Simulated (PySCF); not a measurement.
One molecule, a ladder of functionals, a line

Molecule: `C[O+](C)[BH2-]F`, C2H8BFO.

Atoms are numbered as in `[CH3:1][O+:2]([CH3:3])[BH2-:4][F:5]`. Hydrogens are named by the atom that carries them.

GIAO shieldings (ppm, equivalent atoms averaged) in PySCF on the PBE0-D3(BJ)/def2-SVP geometry, basis pcSseg-2, gas phase, non-relativistic:

| functional | exact exchange (%) | σ(C1/C3) | σ(O2) | σ(B4) | σ(F5) |
| --- | --- | --- | --- | --- | --- |
| BLYP | 0 | 107.0 | 275.8 | 76.4 | 352.3 |
| BP86 | 0 | 111.1 | 281.0 | 78.8 | 352.0 |
| PBE | 0 | 111.4 | 280.5 | 78.0 | 350.6 |
| B3LYP | 20 | 112.7 | 288.4 | 81.8 | 366.4 |
| mPW1PW91 | 25 | 117.4 | 295.0 | 84.9 | 369.0 |
| BHandHLYP | 50 | 120.1 | 304.5 | 89.3 | 382.5 |
| HF | 100 | 131.7 | 326.8 | 101.6 | 402.2 |

Question: Fit each shielding as a line in the percentage of exact exchange.

Answer: σ(C1/C3) = 109.9 + 0.22 x (rms 1.7 ppm); σ(O2) = 279.8 + 0.48 x (rms 2.1 ppm); σ(B4) = 77.8 + 0.24 x (rms 0.8 ppm); σ(F5) = 353.5 + 0.51 x (rms 2.5 ppm). The functionals also differ in their semilocal parts, which the line can't hold; Hartree–Fock has no correlation at all.

Question: What does the line predict for PBE0 (25 %), and what does the run give?

Answer: σ(C1/C3): 115.4 predicted, 118.0 computed; σ(O2): 291.8 predicted, 295.3 computed; σ(B4): 83.8 predicted, 84.7 computed; σ(F5): 366.2 predicted, 368.3 computed ppm.
